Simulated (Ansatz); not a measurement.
Geometry optimisation, RKS B3LYP/def2-SVP (Ansatz 0.2.0).

Input:

```yaml
crystal:
  periodic: [false, false, false]
  atoms:
    - { symbol: C, position_ang: [-0.358, 1.01132, -0.18333] }
    - { symbol: "N", position_ang: [0.62045, 0.35639, 0.51835] }
    - { symbol: C, position_ang: [0.82461, -0.89374, 0.16062] }
    - { symbol: Mg, position_ang: [-1.26919, -1.29606, 0.77691] }
    - { symbol: H, position_ang: [-1.39997, 0.47898, 0.14503] }
    - { symbol: H, position_ang: [-0.33876, 0.87905, -1.28416] }
    - { symbol: H, position_ang: [-0.41295, 2.06555, 0.07474] }
    - { symbol: H, position_ang: [1.61439, -1.4127, 0.69639] }
    - { symbol: H, position_ang: [0.71942, -1.18878, -0.90455] }
basis:
  gaussian: { orbitals: def2-SVP }
hamiltonian:
  xc: b3lyp
relax:
  f_tol: 0.02
  max_steps: 40
scf:
  lower_state_search: "off"
```

Command:

```bash
$ ansatz run input.yaml --threads 1 --pin off --max-ram 2048MiB --backend cpu --events-out ev --progress --plain --runs-dir out
```

**Question.** Where does it end, and by what steps?

**Answer.** The run converged. After 28 steps the energy has fallen by 1.199 eV; Mg4 moved furthest, 1.33 Å. Parted: C1–Mg4, C3–Mg4, Mg4–H5.

```csv
step,energy less start (eV),largest force component (eV/Å),accepted
0,0.0000,1.405,yes
1,-0.2776,0.981,yes
2,-0.5185,1.287,yes
3,-0.7084,0.374,yes
4,-0.8196,0.373,yes
5,-0.8992,0.238,yes
6,-0.9586,0.259,yes
7,-0.9988,0.119,yes
8,-1.0247,0.135,yes
9,-1.0392,0.470,yes
10,-1.0505,0.525,yes
11,-1.0657,0.387,yes
12,-1.0720,0.202,yes
13,-1.0751,0.640,yes
14,-1.0910,0.336,yes
15,-1.1030,0.277,yes
16,-1.1141,0.541,yes
17,-1.1356,0.233,yes
18,-1.1502,0.238,yes
19,-1.1661,0.236,yes
20,-1.1809,0.179,yes
21,-1.1901,0.354,yes
22,-1.1946,0.234,yes
23,-1.1783,0.732,no
24,-1.1986,0.056,yes
25,-1.1988,0.093,yes
26,-1.1991,0.041,yes
27,-1.1992,0.020,yes
28,-1.1992,0.014,yes
```

```xyz
9
Properties=species:S:1:pos:R:3
C -0.498 0.969 -0.328
N -0.085 -0.294 0.244
C 1.021 -0.813 -0.089
Mg -1.572 -1.662 2.025
H -1.471 0.837 -0.831
H 0.229 1.388 -1.050
H -0.661 1.697 0.484
H 1.321 -1.774 0.358
H 1.717 -0.348 -0.813
```

Whether the end is a true minimum wasn't checked by a vibrational analysis.

Run time: 4.2 min on 1 CPU thread of a shared host.
